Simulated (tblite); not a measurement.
Computed with GFN2-xTB (tblite): harmonic, unscaled wavenumbers at the GFN2-xTB geometry, gas phase. The method is semi-empirical: single wavenumbers can be off by several per cent or more. One conformer each. Open shells enter through the occupations alone, without spin polarisation, and single modes of such species can be off by tens of per cent. Thermal functions are those of the rigid rotor and harmonic oscillator, without mixing of conformers.

Question: Order these by their ideal-gas entropy at 298.15 K and 1 bar, highest first (J/(mol K)).
A. `[H]/N=[C]/C(=C\C#N)CN` [radical]
B. `FC(OC/C=[C]\C=C)(F)F` [radical]
C. `c1cnc2c(c1)ccc1nccnc12`
D. `C#C[C@@H]1C[C@]12C[C]2F` [radical]
E. `[H]/N=C\[CH]OCC` [radical]

Answer: B (444.4), C (405.3), A (398.4), D (369.7), E (356.2).

```csv
SMILES,atoms,mass (u),symmetry number,modes under 300 cm⁻¹,ZPE (kJ/mol),S translation (J/(mol K)),S rotation,S vibration,S spin,S,Cp
C=C/[C]=C\COC(F)(F)F,16,151.04,1,8,275.3,171.4,124.8,142.4,5.8,444.4,164.7
c1cnc2c(c1)ccc1nccnc12,21,181.06,1,5,399.9,173.7,129.7,102.0,0.0,405.3,175.0
[H]/N=[C]/C(=C\C#N)CN,14,108.06,1,6,268.3,167.3,120.0,105.4,5.8,398.4,138.6
C#C[C@@H]1C[C@]12C[C]2F,14,109.05,1,5,265.4,167.4,118.0,78.6,5.8,369.7,129.6
[H]/N=C\[CH]OCC,14,86.06,1,5,300.1,164.4,112.4,73.7,5.8,356.2,113.1
```

Entropies and Cp are for 298.15 K and 1 bar.
